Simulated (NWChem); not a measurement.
C2H3O3, doublet; SMILES COC([O])=O

```xyz
8

C      0.0858     1.7978    -0.0834
O     -0.6497     0.5729    -0.3072
C     -0.0372    -0.5437     0.0524
O     -0.6190    -1.6549    -0.1130
O      1.1047    -0.6073     0.5592
H      1.0183     1.7928    -0.6530
H      0.3009     1.9251     0.9802
H     -0.5722     2.5906    -0.4367
```
Atoms are numbered in this order, from 1.

Level: B3LYP/6-31G* (spherical d), spin-unrestricted (NWChem), optimised geometry, unscaled harmonic frequencies. 

| frequency (cm⁻¹) | IR intensity (km/mol) |
|---|---|
| 105 | 0.0 |
| 155 | 1.9 |
| 264 | 4.6 |
| 508 | 27.4 |
| 627 | 1.5 |
| 748 | 35.2 |
| 924 | 7.2 |
| 1113 | 91.2 |
| 1182 | 0.6 |
| 1217 | 23.9 |
| 1255 | 67.1 |
| 1471 | 80.2 |
| 1518 | 8.1 |
| 1524 | 13.5 |
| 1614 | 411.9 |
| 3083 | 15.6 |
| 3163 | 15.5 |
| 3198 | 7.7 |

| Property | Result |
|---|---|
| zero-point energy | 33.8 kcal/mol |
| thermal correction to the enthalpy at 298.15 K (with zero-point energy) | 37.7 kcal/mol |
| heat capacity Cv | 16.1 cal/(mol K) |
| entropy at 298.15 K and 1 atm (symmetry number 1, electronic part: spin degeneracy alone) | 74.4 cal/(mol K) |
| dipole moment | 3.44 D |

Rigid rotor and harmonic oscillator.
